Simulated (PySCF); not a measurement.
# How the method changes the shape and vibrations of FH2O2Si cation

Calculated results; nothing here was measured. They come from PySCF 2.14.0, an open-source quantum chemistry program, on an isolated molecule that a program drew, which may never have been made. The molecule is FH2O2Si cation (charge +1, singlet), drawn as the SMILES string `O[Si+](O)F`.

The geometry was optimised and harmonic frequencies were computed with HF and MP2, all in the cc-pV(D+d)Z basis, for the commonest isotopes, with a restricted reference for singlets and an unrestricted one otherwise, and a frozen core in MP2. Each result is a local minimum of its method.

Geometry at the HF minimum:
```xyz
6
FH2O2Si cation, angstrom
O    -2.9871    0.0778    0.5529
Si   -1.5864    0.4451    0.0128
O    -0.4513    0.9909    0.9033
F    -1.2551    0.2764   -1.4827
H    -3.7657   -0.2630    0.1185
H    -0.4162    1.1772    1.8384
```

Lengths of the bonds as drawn, in Å (atoms numbered as above):
| bond | HF | MP2 |
|---|---|---|
| O1-Si2 | 1.546 | 1.577 |
| Si2-O3 | 1.542 | 1.574 |
| Si2-F4 | 1.541 | 1.567 |
| O1-H5 | 0.954 | 0.975 |
| O3-H6 | 0.954 | 0.975 |

Rotational constants, in GHz:
| constant | HF | MP2 |
|---|---|---|
| A | 7.774 | 7.508 |
| B | 7.569 | 7.323 |
| C | 3.835 | 3.707 |

Harmonic frequencies in cm^-1, each column in rising order, so a row needn't be the same motion in every method:
```
rank    HF   MP2
   1   318   298
   2   335   314
   3   392   356
   4   460   427
   5   473   452
   6   674   709
   7   695   712
   8   903     ?
   9  1194  1132
  10  1276  1195
  11  4047  3786
  12  4061  3798
```

**Estimate the missing MP2 frequency from the HF column.**

A single factor s that minimises the squared misfit of MP2 against s times HF over the other rows is sum(HF x MP2) / sum(HF^2) = 0.9384, with an rms misfit of 30 cm^-1. For rank 8 it gives 0.9384 x 903 = 847 cm^-1. The calculation gives 846 cm^-1, 1 cm^-1 below the estimate. The drawn bonds are on average 2.0 % longer in MP2 than in HF.
